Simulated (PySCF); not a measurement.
**Electron correlation in Ge²⁺ (germanium, charge +2)**

[Ar] 3d10 4s1 4d1, high-spin 3D determinant (an excited configuration). Computed with PySCF 2.14 in dyall-av2z (16s12p8d, 92 functions), with no relativity, point nucleus. Frozen: [Ar] 3d10; 2 electrons correlated; the 34 highest virtual orbitals of each spin left out.

With two correlated electrons CCSD is exact within the correlated space (frozen core and kept virtual orbitals).

```json
{"level": "CCSD", "correlation energy (mhartree)": "-2.48"}
```

Diagnostics: T1 = 0.0016, D1 = 0.0025, largest double amplitude 0.030.

The outer electron is Rydberg-like, and this basis confines it to a smaller radius and binds it less than a complete one would.

Cost of the coupled-cluster step: about 0.9 core-seconds, for 2 correlated electrons.
